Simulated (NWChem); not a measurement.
Species: NbO, quartet; SMILES [O]=[Nb]

```xyz
2

Nb     0.0000     0.0000    -0.2582
O      0.0000     0.0000     1.4164
```
Atoms are numbered in this order, from 1.

Coordinates come from a PBE0-D3(BJ)/def2-TZVP, spin-unrestricted optimisation. No stability test was run on the SCF state. def2 effective core potentials on Nb; no spin-orbit coupling.

List the 6 lowest vertical excitations from PBE/def2-SVPD with def2 effective core potentials on Nb, spin-unrestricted, TDA (NWChem).


```tsv
state	energy (eV)	oscillator strength	<S²>
state 1	1.23	0.000	3.76
state 2	1.23	0.000	3.76
state 3	1.60	0.003	3.76
state 4	1.60	0.003	3.76
state 5	2.09	0.065	3.77
state 6	2.09	0.065	3.77
```
